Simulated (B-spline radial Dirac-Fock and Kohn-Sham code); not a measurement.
# How the binding energies of Ba⁺ add up

System: barium as Ba⁺, [Xe] 6s1; nuclear rms radius 4.8378 fm (A = 138).

Method: Dirac-Fock ΔSCF + Breit + QED. Computed with a radial finite-basis atomic code. Electron correlation is not included. Energies are counted from the vacuum level. Subshells whose hole state is unreliable or did not converge are left out.

All terms are in eV, carry their sign (relaxation lowers the binding energy) and add up to the binding energy; ⟨r⟩ is the mean radius of the orbital in the initial state.

```csv
subshell,−ε (Koopmans),relaxation,Breit,self-energy,vacuum polarisation,binding energy,⟨r⟩ (bohr)
1s,37661.5,-69.32,-91.98,-55.04,7.98,37453.2,0.026
2s,6062.1,-37.12,-8.96,-6.99,0.94,6009.9,0.109
2p1/2,5695.0,-40.91,-15.06,0.40,-0.01,5639.4,0.092
2p3/2,5311.9,-39.34,-9.80,-0.24,-0.05,5262.5,0.098
3s,1329.3,-16.35,-1.32,-1.46,0.19,1310.4,0.290
3p1/2,1174.3,-16.96,-2.39,0.09,-0.01,1155.1,0.281
3p3/2,1098.4,-16.31,-1.37,-0.03,-0.01,1080.7,0.292
3d3/2,829.9,-18.12,-0.78,0.15,-0.01,811.1,0.264
3d5/2,813.9,-17.86,-0.37,0.10,-0.01,795.8,0.267
4s,284.5,-6.07,-0.20,-0.31,0.04,278.0,0.674
4p1/2,225.8,-5.86,-0.39,0.03,0.00,219.6,0.698
4p3/2,209.9,-5.59,-0.18,0.01,0.00,204.1,0.723
4d3/2,111.9,-5.16,-0.03,0.04,0.00,106.8,0.795
4d5/2,109.2,-5.06,0.05,0.03,0.00,104.2,0.805
5p1/2,31.36,-1.10,-0.04,0.01,0.00,30.23,1.864
5p3/2,29.08,-1.01,-0.01,0.01,0.00,28.06,1.942
6s,9.39,-0.03,0.00,-0.01,0.00,9.36,4.539
```

For the deepest level, K (1s), the Breit terms make up -0.246 % of the binding energy, QED -0.126 % and orbital relaxation -0.185 %.

Going to the tabulated ground configuration of the next ion removes an electron from P1 (6s), computed at 9.36 eV. NIST lists 10.00383 eV as the ionisation energy of this species (measured), +0.64 eV from the computed value. The gap is mostly the missing electron correlation.
